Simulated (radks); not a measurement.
Q: Ionisation ladder of bismuth, from Bi I to Bi XXII. Each ion is in the ground configuration listed by NIST, and IE = E(next ion) - E(this ion). All-electron calculation, Dirac Kohn-Sham, PBE, spin-unpolarised, spherical densities, point nucleus; open shells are shared between the two j in proportion to 2j + 1. Program: a radial shooting solver on a logarithmic mesh with Libxc functionals.

| species | configuration | IE, Delta-SCF (eV) | -e(HOMO) (eV) | HOMO | <r> HOMO (bohr) |
|---|---|---|---|---|---|
| Bi I | [Hg] 6p3 | 8.060 | 4.067 | 6p3/2 | 3.20 |
| Bi II | [Hg] 6p2 | 15.425 | 10.824 | 6p3/2 | 2.90 |
| Bi III | [Hg] 6p1 | 23.562 | 18.479 | 6p3/2 | 2.70 |
| Bi IV | [Hg] | 45.392 | 39.973 | 6s1/2 | 2.02 |
| Bi V | [Xe] 4f14 5d10 6s1 | 56.525 | 50.887 | 6s1/2 | 1.95 |
| Bi VI | [Xe] 4f14 5d10 | 89.319 | 79.332 | 5d5/2 | 1.21 |
| Bi VII | [Xe] 4f14 5d9 | 107.25 | 96.821 | 5d5/2 | 1.18 |
| Bi VIII | [Xe] 4f14 5d8 | ? | 115.03 | 5d5/2 | 1.15 |
| Bi IX | [Xe] 4f14 5d7 | ? | 133.90 | 5d5/2 | 1.13 |
| Bi X | [Xe] 4f14 5d6 | 164.98 | 153.39 | 5d5/2 | 1.10 |
| Bi XI | [Xe] 4f14 5d5 | ? | 173.46 | 5d5/2 | 1.08 |
| Bi XII | [Xe] 4f14 5d4 | 206.34 | 194.06 | 5d5/2 | 1.06 |
| Bi XIII | [Xe] 4f14 5d3 | ? | 215.18 | 5d5/2 | 1.04 |
| Bi XIV | [Xe] 4f14 5d2 | 249.69 | 236.78 | 5d5/2 | 1.03 |
| Bi XV | [Xe] 4f14 5d1 | 272.04 | 258.83 | 5d5/2 | 1.01 |
| Bi XVI | [Xe] 4f14 | 380.81 | 357.83 | 5p3/2 | 0.887 |
| Bi XVII | [Kr] 4d10 4f14 5s2 5p5 | 406.89 | 383.46 | 5p3/2 | 0.878 |
| Bi XVIII | [Kr] 4d10 4f14 5s2 5p4 | 433.30 | 409.42 | 5p3/2 | 0.868 |
| Bi XIX | [Kr] 4d10 4f14 5s2 5p3 | 460.00 | 435.68 | 5p3/2 | 0.859 |
| Bi XX | [Kr] 4d10 4f14 5s2 5p2 | 486.99 | 462.24 | 5p3/2 | 0.851 |
| Bi XXI | [Kr] 4d10 4f14 5s2 5p1 | 514.27 | 489.07 | 5p3/2 | 0.842 |
| Bi XXII | [Kr] 4d10 4f14 5s2 | 658.98 | 600.85 | 5s1/2 | 0.757 |

Estimate the withheld Delta-SCF values.

A: Bi VIII: 125.87 eV (NIST 122); Bi IX: 145.13 eV (NIST 143); Bi XI: 185.40 eV (NIST 183); Bi XIII: 227.78 eV (NIST 229).

Beside tabulated values, note that spin-unpolarised runs miss the spin-polarisation part of the exchange energy of open shells.
